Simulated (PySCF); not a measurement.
# UHF on Gd (gadolinium, neutral)

Configuration: [Xe] 4f8 5d1 6s1, one real determinant (an excited configuration). All numbers are calculated (PySCF 2.14, scalar relativity by spin-free X2C-1e, in x2c-TZVPPall).

| Item | Value |
| --- | --- |
| Total energy | -11266.550407 hartree |
| One-electron energy | -15424.7570 hartree |
| Hartree (Coulomb) energy | 4407.1900 hartree |
| Exchange energy | -248.9834 hartree |
| ⟨S²⟩ | 20.0079 |
| ⟨L²⟩ | 18.038 |
| Sum of ⟨r⟩ | 43.70 bohr |
| Sum of ⟨r²⟩ | 80.13 bohr² |
| Traceless quadrupole moment −½Σ⟨3z² − r²⟩ along its main axis | -3.75 e·bohr² |
| Langevin diamagnetic susceptibility | -63.5 ×10⁻⁶ cm³/mol |

```json
{"shell": "1s α", "electrons": "1", "mean orbital energy (eV)": "-50484.0", "spread (eV)": "0", "rms radius, mean of both spins (bohr)": "0.0249"}
{"shell": "1s β", "electrons": "1", "mean orbital energy (eV)": "-50483.9", "spread (eV)": "0", "rms radius, mean of both spins (bohr)": "0.0249"}
{"shell": "2s α", "electrons": "1", "mean orbital energy (eV)": "-8447.9", "spread (eV)": "0", "rms radius, mean of both spins (bohr)": "0.101"}
{"shell": "2s β", "electrons": "1", "mean orbital energy (eV)": "-8447.7", "spread (eV)": "0", "rms radius, mean of both spins (bohr)": "0.101"}
{"shell": "2p α", "electrons": "3", "mean orbital energy (eV)": "-7522.7", "spread (eV)": "0.275", "rms radius, mean of both spins (bohr)": "0.0907"}
{"shell": "2p β", "electrons": "3", "mean orbital energy (eV)": "-7522.6", "spread (eV)": "0.225", "rms radius, mean of both spins (bohr)": "0.0907"}
{"shell": "3s α", "electrons": "1", "mean orbital energy (eV)": "-1917.0", "spread (eV)": "0", "rms radius, mean of both spins (bohr)": "0.260"}
{"shell": "3s β", "electrons": "1", "mean orbital energy (eV)": "-1913.3", "spread (eV)": "0", "rms radius, mean of both spins (bohr)": "0.260"}
{"shell": "3p α", "electrons": "3", "mean orbital energy (eV)": "-1623.6", "spread (eV)": "1.578", "rms radius, mean of both spins (bohr)": "0.261"}
{"shell": "3p β", "electrons": "3", "mean orbital energy (eV)": "-1619.4", "spread (eV)": "0.776", "rms radius, mean of both spins (bohr)": "0.261"}
{"shell": "3d α", "electrons": "5", "mean orbital energy (eV)": "-1229.5", "spread (eV)": "1.314", "rms radius, mean of both spins (bohr)": "0.239"}
{"shell": "3d β", "electrons": "5", "mean orbital energy (eV)": "-1225.0", "spread (eV)": "0.238", "rms radius, mean of both spins (bohr)": "0.239"}
{"shell": "4s α", "electrons": "1", "mean orbital energy (eV)": "-406.18", "spread (eV)": "0", "rms radius, mean of both spins (bohr)": "0.589"}
{"shell": "4s β", "electrons": "1", "mean orbital energy (eV)": "-396.09", "spread (eV)": "0", "rms radius, mean of both spins (bohr)": "0.589"}
{"shell": "4p α", "electrons": "3", "mean orbital energy (eV)": "-307.25", "spread (eV)": "2.698", "rms radius, mean of both spins (bohr)": "0.625"}
{"shell": "4p β", "electrons": "3", "mean orbital energy (eV)": "-296.08", "spread (eV)": "0.538", "rms radius, mean of both spins (bohr)": "0.625"}
{"shell": "4d α", "electrons": "5", "mean orbital energy (eV)": "-166.92", "spread (eV)": "2.440", "rms radius, mean of both spins (bohr)": "0.691"}
{"shell": "4d β", "electrons": "5", "mean orbital energy (eV)": "-152.35", "spread (eV)": "1.826", "rms radius, mean of both spins (bohr)": "0.691"}
{"shell": "5s α", "electrons": "1", "mean orbital energy (eV)": "-56.766", "spread (eV)": "0", "rms radius, mean of both spins (bohr)": "1.47"}
{"shell": "5s β", "electrons": "1", "mean orbital energy (eV)": "-52.393", "spread (eV)": "0", "rms radius, mean of both spins (bohr)": "1.47"}
{"shell": "5p α", "electrons": "3", "mean orbital energy (eV)": "-30.493", "spread (eV)": "1.548", "rms radius, mean of both spins (bohr)": "1.75"}
{"shell": "5p β", "electrons": "3", "mean orbital energy (eV)": "-26.846", "spread (eV)": "0.057", "rms radius, mean of both spins (bohr)": "1.75"}
{"shell": "4f α", "electrons": "7", "mean orbital energy (eV)": "-13.234", "spread (eV)": "2.802", "rms radius, mean of both spins (bohr)": "1.01"}
{"shell": "4f β", "electrons": "1", "mean orbital energy (eV)": "-6.006", "spread (eV)": "0", "rms radius, mean of both spins (bohr)": "1.01"}
{"shell": "6s α", "electrons": "1", "mean orbital energy (eV)": "-4.978", "spread (eV)": "0", "rms radius, mean of both spins (bohr)": "4.98"}
{"shell": "5d α", "electrons": "1", "mean orbital energy (eV)": "-3.767", "spread (eV)": "0", "rms radius, mean of both spins (bohr)": "3.94"}
```

⟨L²⟩ = 18.04 against 30 for a pure H term, so this real determinant mixes terms. Spin-orbit coupling, absent here, splits the open shell strongly.

Densities and radii are taken from the X2C orbitals without a picture-change correction, which distorts them close to the nucleus.

Spin-orbit constants ζ (cm⁻¹) from the X2C one-electron operator on these orbitals: bare nucleus, nucleus screened by l(l+1)(2l+1)/3 electrons, and screened by the Breit-Pauli mean field of the electrons.

| shell | bare | screened nucleus | mean field |
| --- | --- | --- | --- |
| 2p | 3606000 | 3494000 | n/a |
| 3p | 747100 | 723700 | n/a |
| 3d | 116600 | 98380 | n/a |
| 4p | 163200 | 158100 | n/a |
| 4d | 21290 | 17960 | n/a |
| 4f | 2896 | 1629 | n/a |
| 5p | 20090 | 19460 | n/a |
| 5d | 612.0 | 516.4 | n/a |

To first order the Landé constant is A = -96.34 cm⁻¹, so the lowest level has J = 9 and lies 0.239 eV below the centre of the term. This holds in LS coupling only.
